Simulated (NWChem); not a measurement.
System: C4H4ClF; SMILES C1[C@@H](F)C=C1Cl

Input file for NWChem:

```
start job
memory heap 200 mb stack 900 mb global 1100 mb
geometry units angstroms noautoz
  F      0.066508     2.546912     0.478265
  C      0.030205     1.512065    -0.415269
  C      1.032978     0.409659    -0.200633
  C      0.053039    -0.496302    -0.069963
  Cl     0.034814    -2.195381     0.082687
  C     -1.094175     0.470119    -0.164279
  H      0.021858     1.941150    -1.432658
  H      2.122058     0.368806    -0.216437
  H     -1.624275     0.653510     0.782075
  H     -1.819284     0.304996    -0.976879
end
basis spherical
  * library 3-21g
end
dft
  xc xpbe96 cpbe96
  iterations 150
  mulliken
end
task dft energy
```

Excerpt of the output:

```
             Northwest Computational Chemistry Package (NWChem) 7.3.0
             --------------------------------------------------------

 C1  symmetry detected

                             Geometry "geometry" -> ""
                             -------------------------

 Output coordinates in angstroms (scale by  1.889725989 to convert to a.u.)

  No.       Tag          Charge          X              Y              Z
 ---- ---------------- ---------- -------------- -------------- --------------
    1 F                    9.0000     0.07915914     2.54981051     0.46001041
    2 C                    6.0000     0.03195397     1.50102419    -0.41660134
    3 C                    6.0000     1.03251088     0.39849002    -0.19249072
    4 C                    6.0000     0.05045118    -0.50166746    -0.03953420
    5 Cl                  17.0000     0.02743017    -2.19802529     0.14030954
    6 C                    6.0000    -1.09405030     0.46734471    -0.14001692
    7 H                    1.0000     0.01689865     1.91390219    -1.44059796
    8 H                    1.0000     2.12127546     0.35338501    -0.21639063
    9 H                    1.0000    -1.61582138     0.66771201     0.80752308
   10 H                    1.0000    -1.82629213     0.29198740    -0.94403130

 Effective nuclear repulsion energy (a.u.)     270.1228021545

  pbe96 is a nonlocal functional; adding pw91lda local functional.

                                 NWChem DFT Module
                                 -----------------

 Summary of "ao basis" -> "ao basis" (spherical)
 ------------------------------------------------------------------------------
       Tag                 Description            Shells   Functions and Types
 ---------------- ------------------------------  ------  ---------------------
 F                           3-21g                   5        9   3s2p
 C                           3-21g                   5        9   3s2p
 Cl                          3-21g                   7       13   4s3p
 H                           3-21g                   2        2   2s

            General Information
            -------------------
          SCF calculation type: DFT
          Wavefunction type:  closed shell.
          No. of atoms     :    10
          No. of electrons :    54
           Alpha electrons :    27
            Beta electrons :    27
          Charge           :     0
          Spin multiplicity:     1
          Use of symmetry is: off; symmetry adaption is: off
          Maximum number of iterations: 150
          AO basis - number of functions:    66
                     number of shells:    40
          Convergence on energy requested:  1.00D-06
          Convergence on density requested:  1.00D-05
          Convergence on gradient requested:  5.00D-04

              XC Information
              --------------
          PerdewBurkeErnzerhof Exchange Functional  1.000
            Perdew 1991 LDA Correlation Functional  1.000 local
           PerdewBurkeErnz. Correlation Functional  1.000 non-local

             Grid Information
             ----------------
          Grid used for XC integration:  medium
          Radial quadrature: Mura-Knowles
          Angular quadrature: Lebedev.
          Tag              B.-S. Rad. Rad. Pts. Rad. Cut. Ang. Pts.
          ---              ---------- --------- --------- ---------
          F                   0.50       49          11.0       434
          C                   0.70       49          10.0       434
          Cl                  1.00       88          11.0       590
          H                   0.35       45          11.0       434
          Grid pruning is: on
          Number of quadrature shells:   513
          Spatial weights used:  Erf1

      Superposition of Atomic Density Guess
      -------------------------------------

 Sum of atomic energies:        -707.98145779

      Non-variational initial energy
      ------------------------------

 Total energy =    -711.198797
 1-e energy   =   -1512.090013
 2-e energy   =     530.768414
 HOMO         =      -0.261288
 LUMO         =       0.055113

     ---------------------------------------------
      Total Density - Mulliken Population Analysis
     ---------------------------------------------

    Atom       Charge   Shell Charges
 -----------   ------   -------------------------------------------------------
    1 F    9     9.50   1.99  0.45  2.57  1.52  2.97
    2 C    6     5.60   1.99  0.38  1.27  0.97  1.00
    3 C    6     6.38   1.99  0.44  1.58  0.99  1.38
    4 C    6     5.93   1.99  0.41  1.28  0.90  1.35
    5 Cl  17    16.99   2.00  1.96  5.91  1.15  3.06  0.76  2.15
    6 C    6     6.52   1.99  0.40  1.55  1.13  1.46
    7 H    1     0.82   0.44  0.38
    8 H    1     0.76   0.41  0.35
    9 H    1     0.74   0.41  0.33
   10 H    1     0.76   0.42  0.34

   convergence    iter        energy       DeltaE   RMS-Dens  Diis-err
 ---------------- ----- ----------------- --------- --------- ---------
 d= 0,ls=0.0,diis     1   -710.5706473906 -9.81D+02  3.68D-02  1.20D+00
 d= 0,ls=0.0,diis     2   -710.3639475890  2.07D-01  2.70D-02  3.11D+00
 d= 0,ls=0.0,diis     3   -710.6804744784 -3.17D-01  7.38D-03  1.49D-01
 d= 0,ls=0.0,diis     4   -710.6844751415 -4.00D-03  4.69D-03  8.26D-02
 d= 0,ls=0.0,diis     5   -710.6956403130 -1.12D-02  1.08D-03  6.89D-03
  Resetting Diis
 d= 0,ls=0.0,diis     6   -710.6964476960 -8.07D-04  3.12D-04  3.03D-04
 d= 0,ls=0.0,diis     7   -710.6964829203 -3.52D-05  1.55D-04  1.77D-05
 d= 0,ls=0.0,diis     8   -710.6964807037  2.22D-06  9.35D-05  4.15D-05
 d= 0,ls=0.0,diis     9   -710.6964850347 -4.33D-06  1.11D-05  7.80D-07
 d= 0,ls=0.0,diis    10   -710.6964851020 -6.74D-08  2.20D-06  2.00D-08

[...]
```

Level: PBE/3-21G. Structure relaxed at the PBE0/def2-SVP level.
